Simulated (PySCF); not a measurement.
Gas-phase reaction: GaCl + Cl ⇌ GaCl₂, at 500 K and a standard pressure of 1 bar. Level: PBE/def2-TZVP†.

Method: PySCF energies plus ideal-gas RRHO corrections (1 bar). † marks an energy on the PBE0/def2-TZVP geometry and frequencies. Open shells (unrestricted): Cl (multiplicity 2, electronic degeneracy 6), GaCl₂ (multiplicity 2); the rest are closed-shell singlets. Spin-orbit splitting is ignored; it lowers the true energy and changes the entropy of Cl. Ga: all electrons, no relativistic terms. GaCl₂: computed as isolated molecules; such fragments, hydroxides, amides, oligomers or adducts are transient or little studied in the gas. The harmonic model lacks anharmonicity and excited electronic states, which grow with temperature; levels with a mode under 35 cm⁻¹ are left out. Soft modes under 120 cm⁻¹ make the harmonic entropy rough for GaCl₂.

```csv
species,E (Ha),H(500 K) − E (kJ/mol),S°(500 K) (J/mol/K)
GaCl,-2384.65609,19.1,258.9
Cl,-459.95843,10.4,179.0
GaCl₂,-2844.69792,30.0,331.1
```
E: electronic energy; H − E holds the zero-point and thermal terms. 1 Ha = 2625.5 kJ/mol.

Question: Work out ΔH°, ΔS°, ΔG° and log10 K from these numbers.

Answer: 1. ΔE = 1×(-2844.69792) − 1×(-2384.65609) − 1×(-459.95843) = -0.08340 Ha = -219.0 kJ.
2. Δ(H − E) = 1×(30.0) − 1×(19.1) − 1×(10.4) = 0.5 kJ, so ΔH° = -218.5 kJ.
3. ΔS° = 1×(331.1) − 1×(258.9) − 1×(179.0) = -106.8 J/K; the number of gas molecules changes by -1.
4. ΔG° = ΔH° − TΔS° = -218.5 − 500×(-106.8)/1000 = -165.1 kJ.
5. log10 K = −ΔG°/(RT ln 10) = 17.25, with RT ln 10 = 9.57 kJ/mol; at standard pressures the products are favoured.
6. A shift of 10 kJ in ΔE would move log10 K by 1.04 here.
For scale, ΔH°(298 K) is -218 kJ at this level, -211 kJ at ωB97M-V/def2-TZVP†, and runs from -265 to -152 kJ over the 20 levels computed.
